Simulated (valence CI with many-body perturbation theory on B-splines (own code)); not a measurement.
Level structure of Ru37+

Computed by configuration interaction combined with many-body perturbation theory (CI+MBPT): five valence electrons over a frozen Dirac-Fock core [He], a basis of 11 s, 11 p, 10 d, 8 f, 5 g, 2 h functions for each j, with the one-electron correlation potential Σ1 (screened to all orders), the two-electron term Σ2, the three-electron term Σ3, Breit, model QED; selected single and double excitations, second order for the rest, scaled by the run's own slope (own B-spline code, finite nucleus).

No measured spectrum was set against this ion. As an estimate, large intervals hold to a few tenths of a per cent, small ones and those within an open d or f shell to about a per cent. Among the levels kept, up to 11000 cm⁻¹ of a level comes from second order outside the variational space, and about a tenth of that is noise between levels of different J, which matters for small intervals.

Levels 91 to 135 of 203, with energies above the lowest level, (2s^2 2p1/2^2 2p3/2) J=3/2. "Leading %" is the weight of the configuration and term that name the level; weights of strongly mixed levels are sums over their largest components and can fall short. In the jj column 3d3/2^4 stands for four electrons in 3d with j = 3/2.

| No. | Configuration | Term | J | E (eV) | Leading % | Leading jj | g |
| --- | --- | --- | --- | --- | --- | --- | --- |
| 91 | 2s 2p3 3d | 4D° | 5/2 | 3374.1 | 38 | 2s 2p1/2^2 2p3/2 3d5/2 (84 %) | 1.337 |
| 92 | 2s2 2p2 3d | 2F | 7/2 | 3374.6 | 48 | 2s^2 2p3/2^2 3d3/2 (90 %) | 1.056 |
| 93 | 2s 2p3 3d | 4D° | 3/2 | 3376.6 | 41 | 2s 2p1/2^2 2p3/2 3d5/2 (78 %) | 1.091 |
| 94 | 2s 2p3 3p | 6P | 3/2 | 3379.5 | 29 | 2s 2p1/2 2p3/2^2 3p1/2 (90 %) | 1.645 |
| 95 | 2s 2p3 3d | 4D° | 7/2 | 3382.8 | 45 | 2s 2p1/2^2 2p3/2 3d5/2 (64 %) | 1.288 |
| 96 | 2s 2p3 3s | 4P° | 1/2 | 3384.4 | 67 | 2s 2p1/2 2p3/2^2 3s (80 %) | 1.976 |
| 97 | 2s2 2p2 3d | 2S | 1/2 | 3384.5 | 45 | 2s^2 2p3/2^2 3d5/2 (66 %) | 1.910 |
| 98 | 2s 2p3 3p | 4F | 5/2 | 3387.7 | 26 | 2s 2p1/2 2p3/2^2 3p1/2 (90 %) | 1.316 |
| 99 | 2s 2p3 3d | 4D° | 1/2 | 3389.4 | 48 | 2s 2p1/2^2 2p3/2 3d5/2 (68 %) | 0.774 |
| 100 | 2s2 2p2 3d | 2P | 3/2 | 3391.4 | 54 | 2s^2 2p3/2^2 3d5/2 (80 %) | 1.228 |
| 101 | 2s2 2p2 3d | 2D | 5/2 | 3395.1 | 63 | 2s^2 2p3/2^2 3d5/2 (89 %) | 1.144 |
| 102 | 2s 2p3 3s | 4P° | 3/2 | 3396.7 | 29 | 2s 2p1/2 2p3/2^2 3s (90 %) | 1.486 |
| 103 | 2s 2p3 3s | 2S° | 1/2 | 3400.2 | 40 | 2s 2p1/2 2p3/2^2 3s (91 %) | 0.967 |
| 104 | 2s 2p3 3d | 4G° | 5/2 | 3404.6 | 32 | 2s 2p1/2^2 2p3/2 3d3/2 (92 %) | 0.893 |
| 105 | 2s 2p3 3s | 2D° | 5/2 | 3407.2 | 70 | 2s 2p1/2 2p3/2^2 3s (86 %) | 1.256 |
| 106 | 2s 2p3 3d | 2D° | 3/2 | 3407.3 | 30 | 2s 2p1/2^2 2p3/2 3d3/2 (74 %) | 0.938 |
| 107 | 2s 2p3 3s | 2D° | 3/2 | 3407.5 | 75 | 2s 2p1/2 2p3/2^2 3s (91 %) | 0.986 |
| 108 | 2s2 2p2 3d | 2D | 3/2 | 3408.5 | 82 | 2s^2 2p3/2^2 3d3/2 (80 %) | 0.836 |
| 109 | 2s 2p3 3p | 4F | 7/2 | 3408.6 | 40 | 2s 2p1/2 2p3/2^2 3p1/2 (95 %) | 1.246 |
| 110 | 2s 2p3 3s | 2P° | 3/2 | 3410.4 | 34 | 2s 2p1/2 2p3/2^2 3s (88 %) | 1.527 |
| 111 | 2s 2p3 3d | 4D° | 1/2 | 3411.3 | 42 | 2s 2p1/2^2 2p3/2 3d3/2 (90 %) | 0.644 |
| 112 | 2s2 2p2 3d | 2D | 5/2 | 3412.6 | 67 | 2s^2 2p3/2^2 3d5/2 (93 %) | 1.177 |
| 113 | 2s 2p3 3d | 2F° | 7/2 | 3417.5 | 24 | 2s 2p1/2^2 2p3/2 3d5/2 (94 %) | 1.151 |
| 114 | 2s 2p3 3s | 2P° | 1/2 | 3419.6 | 76 | 2s 2p1/2 2p3/2^2 3s (94 %) | 0.952 |
| 115 | 2s 2p3 3p | 6P | 7/2 | 3419.8 | 35 | 2s 2p1/2 2p3/2^2 3p3/2 (90 %) | 1.414 |
| 116 | 2s 2p3 3p | 4D | 5/2 | 3419.8 | 36 | 2s 2p1/2 2p3/2^2 3p3/2 (87 %) | 1.404 |
| 117 | 2s 2p3 3p | 4P | 5/2 | 3424.6 | 65 | 2s 2p1/2 2p3/2^2 3p1/2 (91 %) | 1.490 |
| 118 | 2s 2p3 3d | 2D° | 5/2 | 3424.9 | 24 | 2s 2p1/2^2 2p3/2 3d5/2 (86 %) | 1.141 |
| 119 | 2s 2p3 3p | 4P | 1/2 | 3425.2 | 48 | 2s 2p1/2 2p3/2^2 3p3/2 (84 %) | 1.563 |
| 120 | 2s 2p3 3d | 4D° | 3/2 | 3427.3 | 25 | 2s 2p1/2^2 2p3/2 3d5/2 (88 %) | 1.345 |
| 121 | 2s 2p3 3p | 4D | 1/2 | 3437.4 | 65 | 2s 2p1/2 2p3/2^2 3p1/2 (91 %) | 0.414 |
| 122 | 2s 2p3 3p | 4P | 3/2 | 3439.6 | 41 | 2s 2p1/2 2p3/2^2 3p3/2 (88 %) | 1.394 |
| 123 | 2s 2p3 3p | 4F | 9/2 | 3445.9 | 99 | 2s 2p1/2 2p3/2^2 3p3/2 (99 %) | 1.323 |
| 124 | 2s 2p3 3p | 2P | 3/2 | 3446.2 | 29 | 2s 2p1/2 2p3/2^2 3p1/2 (79 %) | 1.044 |
| 125 | 2s 2p3 3p | 4D | 7/2 | 3446.8 | 61 | 2s 2p1/2 2p3/2^2 3p3/2 (99 %) | 1.307 |
| 126 | 2s 2p3 3p | 4P | 1/2 | 3447.7 | 52 | 2s 2p1/2 2p3/2^2 3p1/2 (92 %) | 1.661 |
| 127 | 2s 2p3 3p | 2P | 3/2 | 3451.6 | 47 | 2s 2p1/2 2p3/2^2 3p3/2 (70 %) | 1.362 |
| 128 | 2s 2p3 3p | 2F | 5/2 | 3455.2 | 54 | 2s 2p1/2 2p3/2^2 3p1/2 (91 %) | 1.027 |
| 129 | 2s 2p3 3p | 2P | 3/2 | 3460.9 | 43 | 2s 2p1/2 2p3/2^2 3p1/2 (78 %) | 1.206 |
| 130 | 2s 2p3 3p | 2D | 5/2 | 3465.2 | 63 | 2s 2p1/2 2p3/2^2 3p3/2 (97 %) | 1.242 |
| 131 | 2s 2p3 3d | 4D° | 3/2 | 3475.7 | 31 | 2s 2p1/2 2p3/2^2 3d3/2 (91 %) | 1.320 |
| 132 | 2s 2p3 3p | 2D | 3/2 | 3476.2 | 31 | 2s 2p1/2 2p3/2^2 3p1/2 (86 %) | 1.269 |
| 133 | 2s 2p3 3p | 4P | 1/2 | 3476.5 | 42 | 2s 2p1/2 2p3/2^2 3p1/2 (88 %) | 1.849 |
| 134 | 2s 2p3 3d | 4F° | 5/2 | 3476.8 | 33 | 2s 2p1/2 2p3/2^2 3d3/2 (83 %) | 1.283 |
| 135 | 2s 2p3 3d | 6D° | 1/2 | 3477.2 | 32 | 2s 2p1/2 2p3/2^2 3d3/2 (88 %) | 1.953 |

Where two levels of one J and parity lie close, their mixing, g and order are uncertain.
